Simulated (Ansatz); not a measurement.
Basis-set extrapolation for `CC[B]1[CH2][AlH]1` (PBE0-D4/def2-TZVP geometry, frozen core, the Gaussian-basis code of Ansatz). Multiplicity 1, RHF reference.

```json
{"": "HF", "def2-TZVPP": "-384.846526", "def2-QZVPP": "-384.859999"}
{"": "MP2 correlation", "def2-TZVPP": "-0.706940", "def2-QZVPP": "-0.750483"}
{"": "CCSD(T) correlation", "def2-TZVPP": "-0.790350", "def2-QZVPP": "not run"}
```

Energies in hartree. Use E(X) = E(∞) + A·exp(−7.88·√X) for Hartree–Fock and E(X) = E(∞) + B·X^(−2.97) for correlation, with X = 3 and 4, and add CCSD(T) minus MP2 of the smaller set to the MP2 limit.

**Question.** What is the CCSD(T) energy at the basis-set limit?

**Answer.** HF limit: -384.859999 + (-0.013473) × 0.13774 = -384.86185. MP2 limit: -0.750483 + (-0.043543) × 0.74074 = -0.78274. Higher-order term: -0.790350 − (-0.706940) = -0.08341. Total: -385.72800 hartree, 2.48 eV below CCSD(T)/def2-TZVPP.
